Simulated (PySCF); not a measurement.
# CdS⁺: from constants to spectrum

ROHF-CCSD(T) constants of CdS⁺, ²Π (doublet), unpaired electrons π ↑ (PySCF, scalar-relativistic core potentials, basis sets Cd def2-SVP with ECP28, S def2-SVP; masses 113.9034 and 31.9721 u):

```
ωe              : 317.5 cm⁻¹
ωexe            : 1.67 cm⁻¹
Be              : 0.11851 cm⁻¹
αe              : 0.000703 cm⁻¹
D (centrifugal) : 6.6e-08 cm⁻¹
De to Cd⁺ + S   : 1.42 eV
```

Problem. Give the vibrational terms G(v) and spacings up to v = 6.

Solution. G(v) = ωe(v+½) − ωexe(v+½)².

```csv
v,G(v) (cm⁻¹),G(v) − G(v−1),Bv (cm⁻¹)
0,158.3,,0.1182
1,472.5,314.2,0.1175
2,783.3,310.8,0.1168
3,1090.8,307.5,0.1160
4,1394.9,304.1,0.1153
5,1695.7,300.8,0.1146
6,1993.2,297.5,0.1139
```

Problem. How well does the Morse estimate ωe²/(4ωexe) reproduce De, and what is D0?

Solution. It gives 1.87 eV, 132 % of the computed De. D0 = De − G(0) = 1.42 − 0.02 = 1.40 eV.

Correlated steps freeze 5 core orbitals. Correlated levels converge slowly with the basis: in double zeta they bind strong bonds too weakly, by up to about 1 eV, and carry superposition errors of some tenths. Spin–orbit coupling is left out. For an ion De counts to the pair picked by the measured ionisation energies or electron affinities, which need not be the lowest pair at this level. The state was picked by a PBE0 search and need not be the measured ground state.
